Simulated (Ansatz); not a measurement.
BFH (SMILES [BH]F) moved off its minimum; all values from Ansatz (a quantum-chemistry and plane-wave program), cores frozen in correlated methods. Open shells are unrestricted.
(charge 0, multiplicity 2)
```xyz
3

B     -0.5904     0.4454     0.0447
F      0.4806    -0.2776     0.0055
H     -1.6861    -0.2003     0.0968
```

Forces at wB97M-V/def2-TZVPP (eV/Å):

```tsv
atom	Fx	Fy	Fz
B1	-1.470	-0.830	0.070
F2	0.578	-0.039	-0.024
H3	0.893	0.869	-0.045
```

Question: Give the forces (eV/Å), the total energy and the dipole at CCSD(T)/aug-cc-pVTZ.

Answer: 
```
atom      Fx      Fy      Fz
----  ------  ------  ------
B1    -1.706  -0.695   0.079
F2     0.846  -0.187  -0.034
H3     0.860   0.882  -0.044
```
Energy -125.0870 hartree, dipole 0.43 D.
